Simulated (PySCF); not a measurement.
Ar+: excitation energy

Ar+ [Ne] 3s2 3p5 (2P) → Ar+ [Ne] 3s1 3p5 4s1 (4P), as a difference of total energies. Computed with PySCF 2.14 in dyall-av3z, with the non-relativistic Hamiltonian (point nucleus). Correlated levels: valence: [Ne] frozen; virtual orbitals above 40 to 60 times the deepest correlated orbital energy dropped. The calculations carry no spin-orbit coupling.

```
           method  excitation energy (eV)
              UHF                  32.928
    MP2 (valence)                  31.459
SCS-MP2 (valence)                  31.282
   CCSD (valence)                  31.248
CCSD(T) (valence)                  30.762
```

Q: How much does correlation contribute at CCSD(T) (valence)?

A: 30.762 − (32.928) = -2.166 eV, measured against UHF.

A first-order spin-orbit estimate (lowest level to lowest level, LS coupling) adds -0.007 eV.

The upper state lies above the first ionisation limit, where it may autoionise and the basis confines it. A Rydberg-like electron needs more diffuse functions than a valence basis has.

The promoted electron is Rydberg-like, and one or two diffuse shells describe it only roughly, which tends to raise the upper state.

The coupled-cluster amplitudes are large for the upper state (T1 above 0.03 or a double amplitude above 0.15), so a single reference is strained.
